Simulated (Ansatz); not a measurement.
Fe(OH) (FeHO), SMILES [OH][Fe] (connectivity only; charge and spin as stated), neutral, multiplicity 6. Atoms are numbered in the order given.

```xyz
3

Fe     0.0000     0.0000    -0.4875
O      0.0000     0.0000     1.2898
H      0.0000     0.0000     2.2447
```
Charge 0, spin multiplicity 6.

Geometry optimised at B3LYP-D3(BJ)/def2-TZVP. The multiplicity is an assumed one; other spin states were not compared.

Two levels are set side by side: PBE-D3(BJ)/def2-TZVP (Ansatz, a program for electronic structure) and B3LYP-D3(BJ)/def2-TZVP (Ansatz). Each level has its own optimised geometry; the coordinates shown are those of the second. Differences are taken from unrounded values.

```csv
quantity,B3LYP-D3(BJ)
mean bond length (Å),1.366
bond Fe1–O2 (Å),1.777
bond O2–H3 (Å),0.955
```

### Question
What does PBE-D3(BJ) give, and how far is it from B3LYP-D3(BJ)? (An estimate is asked for; the answer gives what the named calculation found.)

### Answer

```csv
quantity,PBE-D3(BJ),PBE-D3(BJ) minus B3LYP-D3(BJ)
mean bond length (Å),1.368,0.002
bond Fe1–O2 (Å),1.770,-0.007
bond O2–H3 (Å),0.966,0.011
```

On these quantities the two levels nearly agree.
